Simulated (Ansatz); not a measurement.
Stepwise reaction of `[NH2][Zr]([NH2])([F])[F]` with hydrogen fluoride, as a gas-phase model of exchange steps in deposition or etching. ΔE in kJ/mol.

Gas-phase electronic energies from Ansatz, PBE0-D4/def2-TZVP geometries. CBS: MP2 limit from def2 TZ/QZ plus the TZ coupled-cluster correction, frozen cores. This one scheme is used for every species. Functionals use def2-TZVPP. B3LYP here is the variant with VWN-RPA as its local correlation; programs differ in this. Elements past krypton have def2 core potentials. For Zr outer-core shells are correlated without core-valence functions, which leaves a few kJ/mol of doubt a bond. One conformer a species, not always the lowest.

```json
{"step": "2", "reaction": "`[NH2][Zr]([F])([F])[F]` + H–F → `[F][Zr]([F])([F])[F]` + NH₃", "PBE-D4": "-117.1", "B3LYP-D4": "-117.1", "ωB97M-V": "-118.2", "CCSD(T)/CBS": "-109.7"}
```

**Question.** Give the row of step 1, `[NH2][Zr]([NH2])([F])[F]` + H–F → `[NH2][Zr]([F])([F])[F]` + NH₃. (An estimate is asked.)

**Answer.** Computed: 
```json
{"step": "1", "reaction": "`[NH2][Zr]([NH2])([F])[F]` + H–F → `[NH2][Zr]([F])([F])[F]` + NH₃", "PBE-D4": "-119.1", "B3LYP-D4": "-120.0", "ωB97M-V": "-121.3", "CCSD(T)/CBS": "-111.9"}
```

**Question.** By hand: ΔE of the 2 steps together at CCSD(T)/CBS.

**Answer.** (-111.9) + (-109.7) = -221.6 kJ/mol, or -110.8 kJ/mol a step.

In ΔE the steps differ by no more than 2.2 kJ/mol. All are downhill at CCSD(T)/CBS. PBE-D4 differs from CCSD(T)/CBS by -7.4 to -7.2 kJ/mol a step. Isolated molecules leave out the surface, adducts and barriers. Largest T1 diagnostic: 0.018.
